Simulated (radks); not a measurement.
Values are calculated unless marked as measured or tabulated.
Excited configurations of In2+: one electron is placed in a higher orbital outside [Kr] 4d10. The ground configuration is [Kr] 4d10 5s1. Code: a radial shooting solver on a logarithmic mesh with Libxc functionals. Model: Dirac Kohn-Sham, PBE, spin-unpolarised, spherical densities, finite nucleus; open shells are shared between the two j in proportion to 2j + 1; Fermi nuclear charge, rms radius 4.6156 fm. Excitation = E - E(ground); binding = E(ion) - E, where the ion is the core of charge +3; n* = 3/sqrt(2 binding) in atomic units, and the quantum defect is n - n*. Eigenvalue and <r> are those of j = l + 1/2.

| outer orbital | excitation (eV) | binding (eV) | quantum defect | eigenvalue (eV) | <r> (bohr) |
|---|---|---|---|---|---|
| 5p | 7.506 | 20.813 | 2.574 | -16.774 | 2.843 |
| 5d | 16.143 | 12.176 | 1.829 | -9.800 | 4.205 |
| 5f | 22.894 | 5.425 | 0.249 | -4.447 | 9.365 |
| 6p | 17.929 | 10.390 | 2.567 | -8.776 | 5.817 |
| 6d | 21.093 | 7.226 | 1.883 | -6.060 | 7.787 |
| 7s | 20.950 | 7.369 | 2.923 | -6.343 | 8.534 |
| 7p | 22.011 | 6.308 | 2.594 | -5.402 | 9.695 |
| 7f | 25.473 | 2.846 | 0.440 | -2.442 | 20.10 |

The Delta-SCF ionisation energy is 28.319 eV (NIST Atomic Spectra Database: 28.044 eV, measured). Self-interaction in the functional shifts the binding energies and quantum defects, so they are the method's values and not measured ones. Spin polarisation and multiplet splitting are left out, so open shells lie too high by an amount that depends on their filling.

Beside tabulated values, note that spin-unpolarised runs miss the spin-polarisation part of the exchange energy of open shells.
